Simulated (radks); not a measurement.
Values are calculated unless marked as measured or tabulated.
The ruthenium ion Ru2+ inside a hard spherical wall (all orbitals vanish at R), configuration held at [Kr] 4d6 and not refilled when levels cross. Code: a radial shooting solver on a logarithmic mesh with Libxc functionals. Model: scalar-relativistic Kohn-Sham, LDA (Slater exchange, Perdew-Wang correlation), spin-polarised, spherical densities, point nucleus; open shells are filled with parallel spins first (spin-orbit coupling, left out, can overturn this in heavy ions). Eigenvalues in eV for spin up, with the zero of energy where the potential of the charges vanishes at infinity; a dash marks a level that is unbound or too diffuse for the functional's potential to be trusted. A positive occupied level is held by the wall or, in an anion where self-interaction has pushed it up, behind a barrier. The pressure on the wall is -dE/dV.

R (bohr)  E (hartree)  kinetic (hartree)    e(3d)    e(4s)    e(4p)    e(4d)  e(5s, empty)  e(5p, empty)  pressure (GPa)
free      -4525.41743           4678.488  -293.90  -97.592  -67.601  -25.412       -19.932       -13.968               0
12        -4525.41743           4678.488  -293.90  -97.592  -67.601  -25.412       -19.932       -13.968        < 0.0001
10        -4525.41743           4678.488  -293.90  -97.592  -67.601  -25.412       -19.932       -13.967        < 0.0001
8         -4525.41743           4678.488  -293.90  -97.592  -67.601  -25.412       -19.929       -13.942        0.000575
7         -4525.41737           4678.489  -293.89  -97.587  -67.597  -25.408       -19.911       -13.854         0.00763
6         -4525.41675           4678.497  -293.86  -97.555  -67.566  -25.379       -19.799       -13.510          0.1000
4         -4525.36261           4678.896  -292.36  -96.299  -66.369  -24.163       -16.154        -7.406            17.2
3.5       -4525.25642           4679.534  -290.44  -94.775  -64.919  -22.550       -11.552        -1.001            66.8
2.5       -4523.82207           4686.757  -276.38  -84.635  -54.792   -9.911        24.589        42.913            1490
1.5       -4498.81447           4779.759  -187.95   -6.982   30.832   92.554        307.40        341.12           88500
